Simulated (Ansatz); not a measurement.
Two structures of SiNH$_{9}$O$_{2}$, closed shell, reached by relaxing down either side of one saddle point (PBE0-D4/def2-TZVP). Energies are electronic, without zero-point energy. Computed with Ansatz 0.2.0 (basis: def2-TZVPP and def2-QZVPP); correlated methods freeze the cores. Extrapolation: Hartree–Fock as exp(−7.88 √X), correlation as X^−2.97. First:

```xyz
13
angstrom
Si -1.0943 -0.0837 -0.9066
O -0.9769 -0.4227 0.7507
H -0.1363 -0.7383 -1.8419
H -1.5892 1.2463 -1.3636
H -2.3369 -0.9267 -1.1469
H 1.3816 0.5573 0.1363
N 0.6952 1.1152 -0.3760
H 0.6575 -0.7914 1.5075
O 1.6210 -0.7404 1.6487
H -1.7286 -0.9572 1.0177
H 0.4404 1.8989 0.2149
H 1.1194 1.4820 -1.2193
H 1.9471 -1.6393 1.5783
```

Second:

Si1  (-0.644, 0.406, -1.861)
O2  (-0.802, -0.835, 1.994)
H3  (-0.484, -1.070, -1.914)
H4  (0.260, 1.048, -2.851)
H5  (-2.048, 0.735, -2.237)
H6  (1.342, -0.044, 0.439)
N7  (-0.153, 0.939, -0.286)
H8  (0.155, -0.972, 1.868)
O9  (1.796, -0.653, 1.059)
H10  (-0.933, -0.729, 2.937)
H11  (-0.677, 0.563, 0.504)
H12  (-0.027, 1.935, -0.168)
H13  (2.215, -1.324, 0.517)
(Å)

Problem. Which bonds change from the first to the second?

Solution. SiH₄O ([OH][SiH3]) + H₂O + NH₃ → SiNH₅ ([NH2][SiH3]) + H₂O + H₂O; bonds formed: O2–H8, H6–O9; dative contacts that become bonds: Si1–N7; bonds broken: Si1–O2, H6–N7, H8–O9.

Problem. Give the saddle point's structure and its height above each. (An estimate is asked for; the value comes from the calculation.)

Solution. The calculation gives: 29.45 kcal/mol above the first and 23.30 kcal/mol above the second (CCSD(T) at an estimated basis limit (MP2 extrapolated from triple and quadruple zeta, plus CCSD(T) − MP2 in triple zeta)).
Si1  (-0.854, 0.013, -1.010)
O2  (-0.716, -1.102, 0.633)
H3  (-0.311, -1.185, -1.698)
H4  (-0.925, 0.942, -2.221)
H5  (-2.275, 0.183, -0.583)
H6  (1.139, 0.350, 0.578)
N7  (0.464, 1.048, -0.202)
H8  (0.319, -0.968, 1.153)
O9  (1.428, -0.496, 1.452)
H10  (-1.452, -1.003, 1.241)
H11  (0.038, 1.776, 0.365)
H12  (1.000, 1.528, -0.918)
H13  (2.146, -1.085, 1.210)
(Å)

T1 diagnostic: at most 0.011.

Labels in which every atom is bracketed show which atoms are joined, not bond orders.

For scale, one of the runs: CCSD(T)/def2-TZVPP, 261 basis functions, launched by `ansatz run in.yaml --threads 8 --pin off --events-out ev --progress --plain --max-ram 19148MiB`. Time: 80 s of wall clock on 8 CPU threads of an Arm Neoverse V2; the host was shared. Peak host memory: 6.4 GiB.
